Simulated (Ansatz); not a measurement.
Total energies of CH5BFIn, SMILES `[BH2][InH][CH2]F`.

```tsv
atom	x (Å)	y (Å)	z (Å)
B1	-1.577	0.631	1.429
In2	0.151	-0.505	0.582
C3	0.982	-0.078	-1.400
F4	2.053	-0.912	-1.702
H5	-1.423	1.625	2.081
H6	-2.710	0.286	1.252
H7	0.970	-1.792	1.394
H8	1.333	0.957	-1.460
H9	0.221	-0.212	-2.177
```

Total charge 0; spin multiplicity 1. Correlated methods include outer-core shells of In, which these sets cover unevenly. In: def2 effective core potential. The geometry is a stationary point of PBE0-D4/def2-TZVP. It is one conformer, not always the lowest. Basis def2-TZVPP, the Gaussian-basis code of Ansatz.

RPA on PBE orbitals: Hartree–Fock energy of these orbitals -354.03718 Eh, correlation -1.29338 Eh (frozen core).

```tsv
functional	energy without D4 (Eh)	D4 term (kJ/mol)
LDA (SPW92)	-354.27902	–
PBE	-355.72342	-13.3
revPBE	-355.92041	-37.0
BLYP	-355.83240	-28.6
r2SCAN	-355.90516	-3.2
B97M-V	-355.89782	–
PBE0	-355.73663	-11.3
B3LYP	-356.00291	-21.6
r2SCANh	-355.88363	-3.4
r2SCAN0	-355.85276	-3.8
HSE06 (plane-wave form)	-355.72651	-10.6
BHLYP	-355.76680	-18.4
CAM-B3LYP	-355.83626	-11.6
LC-ωPBE	-355.85234	–
ωB97X-V	-355.85197	–
ωB97M-V	-355.80025	–
B2PLYP	-355.58596	–
PBE-QIDH	-355.50796	–
```

B3LYP takes the VWN-RPA correlation (the form of Gaussian; ORCA's B3LYP/G). HSE06 is the plane-wave form, built on full-range PBE exchange. The double hybrids freeze the cores in their second-order part.

LC-ωPBE has ω = 0.4 bohr⁻¹.
